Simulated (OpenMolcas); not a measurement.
## Ionisation energies of phosphorus

* Program: OpenMolcas
* Basis: ANO-RCC-VTZP [5s4p2d1f]
* Scalar Hamiltonian: DKH2, point nucleus
* Spin-orbit coupling: state interaction with AMFI integrals over the reference wave functions, term energies averaged over their components

Active shells in each charge state: the valence s, p shells, with orbitals averaged over the low states. Where CASPT2's correlated closed shells are named, they are those of the first ion.

A. CASSCF
B. SS-CASPT2, IPEA 0.25 Eh, imaginary shift 0.1 Eh (closed shells correlated: 2s 2p)
C. SS-CASPT2, IPEA 0 Eh, imaginary shift 0.1 Eh (closed shells correlated: 2s 2p)
D. SS-CASPT2, IPEA 0.25 Eh, imaginary shift 0.1 Eh (closed shells correlated: none)

Energies in eV between the lowest computed levels, named as in B; reference values from the NIST Atomic Spectra Database with their kind.

| From | To | A | B | C | D | Spin-orbit share in B | Reference |
| --- | --- | --- | --- | --- | --- | --- | --- |
| P+ 3s2 3p2 3P0 | P2+ 3s2 3p 2P* 1/2 | 18.768 | 19.473 | 19.596 | 19.467 | -0.007 | 19.769 (semi-empirical) |
| P2+ 3s2 3p 2P* 1/2 | P3+ 3s2 1S0 | 28.959 | 29.772 | 29.895 | 29.762 | +0.042 | 30.203 (measured) |
| P3+ 3s2 1S0 | P4+ 3s 2S 1/2 | 51.071 | 51.179 | 51.181 | 51.142 | +0.000 | 51.444 (measured) |
| P4+ 3s 2S 1/2 | P5+ 2p6 1S0 | 64.575 | 64.645 | 64.647 | 64.575 | +0.000 | 65.025 (measured) |

Steps that some method lacks are left out, and so are those with a state whose active s or d shell is doubly occupied in every root (s and p with five to eight electrons, d10) over a frozen core shell of the same l, since the two then mix freely.

Error against the reference values, in %:

```json
{"From": "P+", "Reference": "semi-empirical", "A": "-5.1", "B": "-1.5", "C": "-0.9", "D": "-1.5"}
{"From": "P2+", "Reference": "measured", "A": "-4.1", "B": "-1.4", "C": "-1.0", "D": "-1.5"}
{"From": "P3+", "Reference": "measured", "A": "-0.7", "B": "-0.5", "C": "-0.5", "D": "-0.6"}
{"From": "P4+", "Reference": "measured", "A": "-0.7", "B": "-0.6", "C": "-0.6", "D": "-0.7"}
```

Mean absolute error over the 3 measured values: A 0.69 eV, B 0.36 eV, C 0.32 eV, D 0.40 eV. C lies closest.

* marks odd parity.
